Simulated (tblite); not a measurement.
C₄H₆F₂O₂Si.
Bonds: C1–O2, O2–Si3, Si3–C4, C4–C5, C5–O6 (double), C4–C7 (double), C7–F8, C7–F9. Hydrogens: H10, H11, H12 on C1; H13, H14 on Si3; H15 on C5.

Computed with GFN2-xTB (tblite), gas phase: L-BFGS steps from a force-field or distance-geometry start until the largest atomic force falls under 0.01 eV/Å.

At the end of the run (lengths in Å): Si3–C4 1.915, O2–Si3 1.606, Si3–H14 1.452, C7–F9 1.322, C1–O2 1.404, C7–F8 1.329, C5=O6 1.206, C1–O2–Si3 134.3°, F8–C7–F9 108.4°, C4–C7–F8 126.1°, C4–C7–F9 125.4°, C1–O2–Si3–C4 74°, O2–Si3–C4–C5 -58°, Si3–C4–C5–O6 -2°, H10–C1–O2–Si3 -39°, H13–Si3–C4–C5 68°.

**Question.** These geometries were met on the way; a selection of coordinates is given. Order them by energy above the end point, lowest first.
A. Si3–C4 1.896, O2–Si3 1.633, Si3–H14 1.460, C7–F9 1.333, C1–O2 1.423, C7–F8 1.342, C5=O6 1.186, C1–O2–Si3 119.7°, F8–C7–F9 117.2°, C4–C7–F8 119.8°, C4–C7–F9 122.9°, C1–O2–Si3–C4 81°, O2–Si3–C4–C5 -81°, Si3–C4–C5–O6 3°, H10–C1–O2–Si3 -69°, H13–Si3–C4–C5 43°
B. Si3–C4 1.921, O2–Si3 1.611, Si3–H14 1.447, C7–F9 1.325, C1–O2 1.400, C7–F8 1.332, C5=O6 1.204, C1–O2–Si3 127.9°, F8–C7–F9 108.5°, C4–C7–F8 126.8°, C4–C7–F9 124.6°, C1–O2–Si3–C4 78°, O2–Si3–C4–C5 -76°, Si3–C4–C5–O6 2°, H10–C1–O2–Si3 -67°, H13–Si3–C4–C5 43°
C. Si3–C4 1.921, O2–Si3 1.611, Si3–H14 1.437, C7–F9 1.316, C1–O2 1.409, C7–F8 1.325, C5=O6 1.206, C1–O2–Si3 122.2°, F8–C7–F9 112.7°, C4–C7–F8 122.5°, C4–C7–F9 124.8°, C1–O2–Si3–C4 80°, O2–Si3–C4–C5 -79°, Si3–C4–C5–O6 2°, H10–C1–O2–Si3 -69°, H13–Si3–C4–C5 42°
D. Si3–C4 1.909, O2–Si3 1.621, Si3–H14 1.459, C7–F9 1.318, C1–O2 1.416, C7–F8 1.327, C5=O6 1.207, C1–O2–Si3 123.3°, F8–C7–F9 107.7°, C4–C7–F8 126.1°, C4–C7–F9 126.2°, C1–O2–Si3–C4 80°, O2–Si3–C4–C5 -79°, Si3–C4–C5–O6 2°, H10–C1–O2–Si3 -67°, H13–Si3–C4–C5 41°
E. Si3–C4 1.824, O2–Si3 1.672, Si3–H14 1.484, C7–F9 1.352, C1–O2 1.426, C7–F8 1.351, C5=O6 1.220, C1–O2–Si3 117.8°, F8–C7–F9 119.1°, C4–C7–F8 120.3°, C4–C7–F9 120.6°, C1–O2–Si3–C4 82°, O2–Si3–C4–C5 -82°, Si3–C4–C5–O6 3°, H10–C1–O2–Si3 -68°, H13–Si3–C4–C5 43°

**Answer.** B (0.059 eV), D (0.102 eV), C (0.170 eV), A (0.304 eV), E (0.503 eV).

```
step  E above end (eV)  rms distance from the end, all atoms (Å)  largest force (eV/Å)  rms shift of all bonds from the end (Å)
  12             0.059                                     0.322                 0.226                                    0.004
   7             0.102                                     0.341                 0.277                                    0.006
   3             0.170                                     0.348                 0.622                                    0.006
   1             0.304                                     0.352                 1.547                                    0.014
   0             0.503                                     0.355                 2.941                                    0.034
```

Rows stand in the order of the answer.
